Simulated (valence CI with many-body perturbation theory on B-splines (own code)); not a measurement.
Energy levels of Cd XLII

Calculated by valence CI with perturbative core correlation (CI+MBPT): five valence electrons over a frozen Dirac-Fock core [He], radial functions for each j: 11 s, 11 p, 10 d, 8 f, 5 g, 2 h, with the one-electron correlation potential Σ1 (screened to all orders), the two-electron term Σ2, the three-electron term Σ3, Breit, model QED; selected single and double excitations, second order for the rest, scaled by the run's own slope (own B-spline code, finite nucleus).

No measured spectrum was set against this ion. As an estimate, large intervals hold to a few tenths of a per cent, small ones and those within an open d or f shell to about a per cent. Among the levels kept, up to 7100 cm⁻¹ of a level comes from second order outside the variational space, and about a tenth of that is noise between levels of different J, which matters for small intervals.

Levels 181 to 205 of 205, with energies above the lowest level, (2s^2 2p1/2^2 2p3/2) J=3/2. "Leading %" is the weight of the configuration and term that name the level; weights of strongly mixed levels are sums over their largest components and can fall short. In the jj column 3d3/2^4 stands for four electrons in 3d with j = 3/2.

| No. | Configuration | Term | J | E (eV) | Leading % | Second component | g | Leading jj |
| --- | --- | --- | --- | --- | --- | --- | --- | --- |
| 181 | 2s.2p3.3d | 2F° | 7/2 | 4367.9 | 53 | 16 % 2s.2p3.3d 4D° | 1.176 | 2s 2p1/2 2p3/2^2 3d5/2 (95 %) |
| 182 | 2s.2p3.3d | 2P° | 1/2 | 4368.6 | 45 | 19 % 2s.2p3.3d 4D° | 0.873 | 2s 2p1/2 2p3/2^2 3d3/2 (92 %) |
| 183 | 2s.2p3.3d | 2F° | 7/2 | 4370.9 | 42 | 26 % 2s.2p3.3d 4F° | 1.202 | 2s 2p1/2 2p3/2^2 3d5/2 (92 %) |
| 184 | 2s.2p3.3d | 2P° | 3/2 | 4371.1 | 40 | 22 % 2s.2p3.3d 2D° | 1.088 | 2s 2p1/2 2p3/2^2 3d5/2 (67 %) |
| 185 | 2s.2p3.3d | 2D° | 5/2 | 4375.0 | 42 | 26 % 2s.2p3.3d 2F° | 1.121 | 2s 2p1/2 2p3/2^2 3d5/2 (93 %) |
| 186 | 2s.2p3.3d | 2S° | 1/2 | 4375.7 | 50 | 13 % 2s.2p3.3d 2P° | 1.469 | 2s 2p1/2 2p3/2^2 3d5/2 (82 %) |
| 187 | 2s.2p3.3d | 2D° | 3/2 | 4377.1 | 45 | 30 % 2s.2p3.3d 2P° | 1.094 | 2s 2p1/2 2p3/2^2 3d5/2 (94 %) |
| 188 | 2s.2p3.3d | 2D° | 3/2 | 4381.3 | 35 | 30 % 2s.2p3.3d 2P° | 1.194 | 2s 2p1/2 2p3/2^2 3d5/2 (72 %) |
| 189 | 2s.2p3.3d | 2D° | 5/2 | 4387.3 | 40 | 22 % 2s.2p3.3d 2F° | 1.062 | 2s 2p1/2 2p3/2^2 3d5/2 (86 %) |
| 190 | 2p4.3s | 2S | 1/2 | 4392.3 | 55 | 29 % 2p4.3s 4P | 2.014 | 2p1/2^2 2p3/2^2 3s (94 %) |
| 191 | 2s.2p3.3s | 2P° | 1/2 | 4396.2 | 49 | 27 % 2s.2p3.3s 2S° | 0.996 | 2s 2p3/2^3 3s (92 %) |
| 192 | 2s.2p3.3s | 2P° | 3/2 | 4398.8 | 37 | 20 % 2s.2p3.3s 4S° | 1.414 | 2s 2p3/2^3 3s (81 %) |
| 193 | 2p4.3p | 4P° | 3/2 | 4405.8 | 32 | 16 % 2p4.3p 4S° | 1.488 | 2p1/2^2 2p3/2^2 3p1/2 (91 %) |
| 194 | 2p4.3p | 2D° | 5/2 | 4408.1 | 32 | 27 % 2p4.3p 4D° | 1.219 | 2p1/2^2 2p3/2^2 3p1/2 (94 %) |
| 195 | 2s.2p3.3p | 4P | 3/2 | 4410.4 | 33 | 15 % 2s.2p3.3p 4S | 1.560 | 2s 2p3/2^3 3p1/2 (94 %) |
| 196 | 2s.2p3.3p | 2D | 5/2 | 4413.7 | 39 | 16 % 2s.2p3.3p 4D | 1.232 | 2s 2p3/2^3 3p1/2 (94 %) |
| 197 | 2p4.3p | 2P° | 1/2 | 4442.9 | 70 | 17 % 2p4.3p 4D° | 0.722 | 2p1/2^2 2p3/2^2 3p1/2 (86 %) |
| 198 | 2s.2p3.3p | 4D | 7/2 | 4456.1 | 52 | 23 % 2s.2p3.3p 2F | 1.353 | 2s 2p3/2^3 3p3/2 (95 %) |
| 199 | 2s.2p3.3p | 2P | 1/2 | 4458.7 | 39 | 23 % 2s.2p3.3p 4P | 1.541 | 2s 2p3/2^3 3p1/2 (90 %) |
| 200 | 2s.2p3.3p | 2P | 3/2 | 4459.0 | 31 | 12 % 2s.2p3.3p 4S | 1.296 | 2s 2p3/2^3 3p3/2 (74 %) |
| 201 | 2p4.3p | 2D° | 5/2 | 4461.7 | 48 | 41 % 2p4.3p 4P° | 1.332 | 2p1/2^2 2p3/2^2 3p3/2 (97 %) |
| 202 | 2p4.3p | 4D° | 7/2 | 4462.1 | 70 | 28 % 2p4.3p 2F° | 1.337 | 2p1/2^2 2p3/2^2 3p3/2 (97 %) |
| 203 | 2s.2p3.3p | 2D | 3/2 | 4462.2 | 42 | 28 % 2s.2p3.3p 2P | 1.094 | 2s 2p3/2^3 3p1/2 (76 %) |
| 204 | 2s.2p3.3p | 2D | 5/2 | 4463.4 | 38 | 29 % 2s.2p3.3p 4P | 1.357 | 2s 2p3/2^3 3p3/2 (95 %) |
| 205 | 2p4.3p | 2P° | 1/2 | 4464.7 | 43 | 40 % 2p4.3p 2S° | 1.254 | 2p1/2^2 2p3/2^2 3p3/2 (89 %) |
